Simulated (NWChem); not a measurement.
Everything below was run with NWChem. System: C2H5FOSi, charge 0, spin multiplicity 1, at a geometry optimised with B3LYP/def2-SVP. The structure started from a generated list of species. Level: MP2/def2-TZVP, 9 core orbitals frozen.

The NWChem input:

```
start mol
memory heap 200 mb stack 800 mb global 1000 mb
geometry units angstroms nocenter noautoz noautosym
  O      2.527951    -0.232934    -0.450522
  C      1.407344    -0.477861    -0.067392
  Si    -0.001643     0.854962    -0.066312
  C     -1.679368    -0.042460    -0.219807
  F     -1.739537    -0.994480     0.798976
  H      1.153681    -1.504831     0.324569
  H      0.051702     1.568762     1.241377
  H      0.203105     1.811441    -1.189246
  H     -1.784351    -0.556198    -1.192875
  H     -2.536779     0.647070    -0.118876
end
basis spherical
  * library def2-tzvp
end
scf
  rhf
  nopen 0
  maxiter 100
  thresh 1e-7
  semidirect memsize 60000000 filesize 0
end
mp2
  freeze core 9
end
task mp2 energy
```

NWChem printed:

```
             Northwest Computational Chemistry Package (NWChem) 7.3.0
             --------------------------------------------------------

                                NWChem Input Module
                                -------------------

 Scaling coordinates for geometry "geometry" by  1.889725989
 (inverse scale =  0.529177249)

                             Geometry "geometry" -> ""
                             -------------------------

 Output coordinates in angstroms (scale by  1.889725989 to convert to a.u.)

  No.       Tag          Charge          X              Y              Z
 ---- ---------------- ---------- -------------- -------------- --------------
    1 O                    8.0000     2.52795100    -0.23293400    -0.45052200
    2 C                    6.0000     1.40734400    -0.47786100    -0.06739200
    3 Si                  14.0000    -0.00164300     0.85496200    -0.06631200
    4 C                    6.0000    -1.67936800    -0.04246000    -0.21980700
    5 F                    9.0000    -1.73953700    -0.99448000     0.79897600
    6 H                    1.0000     1.15368100    -1.50483100     0.32456900
    7 H                    1.0000     0.05170200     1.56876200     1.24137700
    8 H                    1.0000     0.20310500     1.81144100    -1.18924600
    9 H                    1.0000    -1.78435100    -0.55619800    -1.19287500
   10 H                    1.0000    -2.53677900     0.64707000    -0.11887600

 Effective nuclear repulsion energy (a.u.)     214.5796655227

            Nuclear Dipole moment (a.u.)
            ----------------------------
        X                 Y               Z
 ---------------- ---------------- ----------------
    -0.0000245664    -0.0000113384    -0.0000094486


 Summary of "ao basis" -> "" (spherical)
 ------------------------------------------------------------------------------
       Tag                 Description            Shells   Functions and Types
 ---------------- ------------------------------  ------  ---------------------
 *                         def2-tzvp                  on all atoms

 Summary of "ao basis" -> "ao basis" (spherical)
 ------------------------------------------------------------------------------
       Tag                 Description            Shells   Functions and Types
 ---------------- ------------------------------  ------  ---------------------
 O                         def2-tzvp                11       31   5s3p2d1f
 C                         def2-tzvp                11       31   5s3p2d1f
 Si                        def2-tzvp                13       37   5s5p2d1f
 F                         def2-tzvp                11       31   5s3p2d1f
 H                         def2-tzvp                 4        6   3s1p

                                 NWChem SCF Module
                                 -----------------

  ao basis        = "ao basis"
  functions       =   191
  atoms           =    10
  closed shells   =    24
  open shells     =     0
  charge          =   0.00
  wavefunction    = RHF
  use symmetry    = F
  symmetry adapt  = F

 Summary of "ao basis" -> "ao basis" (spherical)
 ------------------------------------------------------------------------------
       Tag                 Description            Shells   Functions and Types
 ---------------- ------------------------------  ------  ---------------------
 O                         def2-tzvp                11       31   5s3p2d1f
 C                         def2-tzvp                11       31   5s3p2d1f
[...]
    67     -1.985012   3 Si s                36      1.648748   2 C  s
   182     -1.193254   9 H  s               176     -0.855910   8 H  s
   111      0.827600   4 C  px               43     -0.708916   2 C  px
    80      0.701457   3 Si px              164     -0.657214   6 H  s

 center of mass
 --------------
 x =   0.02341875 y =  -0.06084087 z =   0.03551594

 moments of inertia (a.u.)
 ------------------
         257.862791337309         -50.991648965620         138.202353042330
         -50.991648965620         889.244543894981          51.989321310674
         138.202353042330          51.989321310674         999.750178329799

  Mulliken analysis of the total density
  --------------------------------------

    Atom       Charge   Shell Charges
 -----------   ------   -------------------------------------------------------
    1 O    8     8.38   0.79  1.18  0.59  0.95  0.34  1.82  1.92  0.75  0.00  0.03  0.00
    2 C    6     5.93   0.86  1.12  0.51  0.66  0.09  1.14  1.17  0.20  0.04  0.12  0.01
    3 Si  14    13.58   2.00  0.58  1.39  0.80  0.43  4.12  1.73  0.53  1.37  0.26  0.14  0.18  0.03
    4 C    6     6.07   0.85  1.12  0.48  0.70  0.04  1.17  1.34  0.24  0.03  0.10  0.01
    5 F    9     9.31   0.77  1.20  0.60  1.00  0.36  2.24  2.26  0.87  0.00  0.01  0.00
    6 H    1     0.90   0.26  0.50  0.12  0.02
    7 H    1     1.03   0.24  0.56  0.22  0.01
    8 H    1     1.03   0.24  0.56  0.22  0.01
    9 H    1     0.89   0.26  0.49  0.11  0.02
   10 H    1     0.89   0.26  0.49  0.11  0.02

       Multipole analysis of the density wrt the origin
       ------------------------------------------------

     L   x y z        total         open         nuclear
     -   - - -        -----         ----         -------
     0   0 0 0      0.000000      0.000000     48.000000

     1   1 0 0     -1.074567      0.000000     -0.000025
     1   0 1 0      0.354508      0.000000     -0.000011
     1   0 0 1     -0.260454      0.000000     -0.000009

     2   2 0 0    -34.277402      0.000000    421.948580
     2   1 1 0     -2.015596      0.000000     18.911045
     2   1 0 1      3.776270      0.000000    -61.941440
     2   0 2 0    -27.638423      0.000000    106.004363
     2   0 1 1      0.893998      0.000000    -24.871552
     2   0 0 2    -27.958111      0.000000     43.729387

                   NWChem MP2 Semi-direct Energy/Gradient Module
                   ---------------------------------------------

  Basis functions       =    191
  Molecular orbitals    =    191
  Frozen core           =      9
  Frozen virtuals       =      0
  Active alpha occupied =     15
  Active beta occupied  =     15
  Active alpha virtual  =    167
  Active beta virtual   =    167
  Use MO symmetry       = F
  Use skeleton AO sym   = F

  AO/Fock/Back tols     =   1.0D-09  1.0D-09  1.0D-09

 GA uses MA = F    GA memory limited = T

 Available:
  local mem=  1.15D+08
 global mem=  1.31D+08
 local disk=  0.00D+00
  mp2_memr nvloc                   167
  nvloc new                   167
   1 passes of  15:        5242880                     199621                 140771706.
   1 passes of  15: M    114678693           G      130999038           F     109435813.
  mp2_memr nvloc                   167
  nvloc new                   167
   2 passes of   8:        5242880                     141194                  75107340.
   2 passes of   8: M    114678693           G      130999038           F     109435813.

 Semi-direct pass number   1 of   2  for RHF alpha+beta  at      139.7s
  vrange nnbf                 16521
  mp2_eaftype                   286  avail_ma_in_mb                   999
 EAF : mp2_eaftype filesize         286   37553670.
  mp2_eaf for mointskh                    286
Node 0 wrote    176.6 Mb in      0.1 s     Agg I/O rate:  1888.3 Mb/s
 Done moints_semi at      164.9s
  mp2_eaftype                   286  avail_ma_in_mb                   713
 EAF : mp2_eaftype filesize         286   37553670.
  mp2_eaf for kh                   286
 Done maket at      165.9s
 Semi-direct pass number   2 of   2  for RHF alpha+beta  at      165.9s
  vrange nnbf                 16521
  mp2_eaftype                   286  avail_ma_in_mb                   713
 EAF : mp2_eaftype filesize         286   37553670.
  mp2_eaf for mointskh                    286
Node 0 wrote    154.5 Mb in      0.1 s     Agg I/O rate:  1942.9 Mb/s
 Done moints_semi at      189.5s
  mp2_eaftype                   286  avail_ma_in_mb                   713
 EAF : mp2_eaftype filesize         286   37553670.
  mp2_eaf for kh                   286
 Done maket at      190.2s
 Done multipass loop at      190.2s

          -------------------------------------------
          SCF energy                -541.957755046289
          Correlation energy          -0.909586597966
          Singlet pairs               -0.584169244810
          Triplet pairs               -0.325417353157
          Total MP2 energy          -542.867341644256
          -------------------------------------------

          ---------------------------------------------------
                    Spin Component Scaled (SCS) MP2
          Same spin pairs                     -0.216944902105
          Same spin scaling factor             0.333333333333
          Opposite spin pairs                 -0.692641695862
          Opposite spin scaling fact.          1.200000000000
          SCS-MP2 correlation energy          -0.903485002402
          Total SCS-MP2 energy              -542.861240048692
          ---------------------------------------------------

 -----------------------
 Performance information
 -----------------------

 Timer overhead =  1.94D-07 seconds/call

               Nr. of calls         CPU time (s)                 Wall time (s)                GFlops
             ---------------    -------------------     ------------------------------   -------------------
Name         Min   Avg   Max    Min     Avg     Max     Min     Avg     Max   Mx/calls   Min     Max     Sum
mp2: moin     2     2     2    49.     49.     49.      49.     49.     49.     24.      0.0     0.0     0.0
mp2: make     2     2     2    1.7     1.7     1.7      1.7     1.7     1.7    0.85      0.0     0.0     0.0
mp2: tota     1     1     1    51.     51.     51.      51.     51.     51.     51.      0.0     0.0     0.0

 The average no. of pstat calls per process was 5.00D+00
 with a timing overhead of 9.68D-07s

 Task  times  cpu:      190.2s     wall:      190.2s

 Total times  cpu:      190.2s     wall:      190.2s
```
